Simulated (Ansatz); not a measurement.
Cd13Te12Cl2, 27 atoms. Hardware: 11 threads of AMD EPYC 7R13 on a shared host and a whole NVIDIA H100 80GB HBM3.

In the def2 sets Cd, Te take a core potential; there is no spin–orbit coupling. Correlated methods freeze 58 core orbitals; core or outer-core shells of Te, Cd are correlated, in sets that lack core-valence functions. Single mean-field runs in def2-SVP, def2-TZVP are fitted with def2-universal-jkfit.

(1) How many basis functions does each of these Ansatz runs have, and roughly what does it cost? RPA@PBE/def2-SVP, charge 0 singlet, energy, from earlier orbitals; r2SCAN-D4/def2-TZVP, charge 0 singlet, energy, from earlier orbitals; BHLYP-D4/def2-TZVP, charge 1 doublet at the geometry of the charge 0 singlet, energy, from earlier orbitals; PBE-D4/def2-TZVP, charge -1 doublet at the geometry of the charge 0 singlet, energy, from earlier orbitals; PBE0-D4/def2-TZVP, charge 0 triplet at the geometry of the charge 0 singlet, energy; PBE0-D4/def2-TZVP, charge -1 doublet at the geometry of the charge 0 singlet, energy; PBE0-D4/def2-SVP, charge 0 singlet, energy, from earlier orbitals; PBE-D4/def2-TZVP, charge 1 doublet at the geometry of the charge 0 singlet, energy, from earlier orbitals; PBE-D4/def2-TZVP, charge 0 singlet, energy and forces, from earlier orbitals; PBE0-D4/def2-TZVP, charge 0 singlet, energy, from earlier orbitals; BHLYP-D4/def2-TZVP, charge 0 singlet, energy and forces, from earlier orbitals; PBE-D4/def2-SVP, charge 0 singlet, energy, from earlier orbitals.

Answers

(1) Other jobs shared the machine, so times can vary by a factor of up to 3. A dash marks memory too small to be measured apart from the calling script's.

| run | functions | fitting or Cholesky vectors | wall time | peak host memory (GiB) |
| --- | --- | --- | --- | --- |
| PBE-D4/def2-SVP, charge 0 singlet, energy, from earlier orbitals | 751 | 6187 | 6 s | – |
| PBE0-D4/def2-SVP, charge 0 singlet, energy, from earlier orbitals | 751 | 6187 | 8.5 s | – |
| r2SCAN-D4/def2-TZVP, charge 0 singlet, energy, from earlier orbitals | 1194 | 6187 | 11 s | – |
| PBE-D4/def2-TZVP, charge 0 singlet, energy and forces, from earlier orbitals | 1194 | 6187 | 11 s | – |
| PBE-D4/def2-TZVP, charge 1 doublet at the geometry of the charge 0 singlet, energy, from earlier orbitals | 1194 | 6187 | 14 s | 1.9 |
| PBE0-D4/def2-TZVP, charge 0 singlet, energy, from earlier orbitals | 1194 | 6187 | 15 s | – |
| PBE-D4/def2-TZVP, charge -1 doublet at the geometry of the charge 0 singlet, energy, from earlier orbitals | 1194 | 6187 | 17 s | 2.2 |
| RPA@PBE/def2-SVP, charge 0 singlet, energy, from earlier orbitals | 751 | 8577 | 19 s | 8.2 |
| BHLYP-D4/def2-TZVP, charge 0 singlet, energy and forces, from earlier orbitals | 1194 | 6187 | 21 s | 7.4 |
| BHLYP-D4/def2-TZVP, charge 1 doublet at the geometry of the charge 0 singlet, energy, from earlier orbitals | 1194 | 6187 | 61 s | 2.3 |
| PBE0-D4/def2-TZVP, charge -1 doublet at the geometry of the charge 0 singlet, energy | 1194 | 6187 | 65 s | 2.3 |
| PBE0-D4/def2-TZVP, charge 0 triplet at the geometry of the charge 0 singlet, energy | 1194 | 6187 | 73 s | 2.3 |
